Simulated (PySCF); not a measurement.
Compound: C2H10SSi3.
Z-matrix (Å and degrees, PBE0-D3(BJ)/def2-SVP geometry), rows numbered from 1:
```
C 
C   1  1.4912
S   2  1.6318  1  123.60
Si  2  1.9058  1  120.37  3   179.58
Si  4  2.3431  2  107.08  1   124.29
Si  4  2.3447  2  106.44  1  -117.37
H   1  1.1042  2  109.79  3   121.10
H   1  1.0991  2  111.75  3    -0.77
H   1  1.1041  2  109.98  3  -122.91
H   4  1.5018  2  111.20  1     3.01
H   5  1.4957  4  109.93  2   -50.80
H   5  1.4921  4  109.58  2    69.52
H   5  1.4964  4  109.86  2  -170.49
H   6  1.4927  4  109.13  2   -68.50
H   6  1.4958  4  110.07  2    51.50
H   6  1.4961  4  110.17  2   171.52
```

The closed-shell ground state was solved at several levels (PySCF, density fitting, gas phase, non-relativistic).

```tsv
level	basis functions	HOMO (eV)	LUMO (eV)	gap (eV)	dipole (D)
PBE0/pcSseg-1	180	-6.46	-2.54	3.92	2.07
mPW1PW91/pcSseg-1	180	-6.49	-2.55	3.94	2.08
```

Estimate the row for CAM-B3LYP/def2-SVPD, a basis of 219 functions; the other rows only guide the guess.

HOMO -7.76 eV, LUMO -1.42 eV, gap 6.34 eV, dipole 2.16 D.

Over all these levels, which gives the widest orbital gap and which the narrowest?

CAM-B3LYP/def2-SVPD (range-separated hybrid) has the widest, 6.34 eV, and PBE0/pcSseg-1 (global hybrid, 25 % exact exchange) the narrowest, 3.92 eV. Functional and basis both differ between the two, so the spread mixes both effects.

How far do the dipole and the HOMO energy spread over the levels?

The dipole runs from 2.07 to 2.16 D (mean 2.10 D) and the HOMO from -7.76 to -6.46 eV.

One conformer stands for the species.
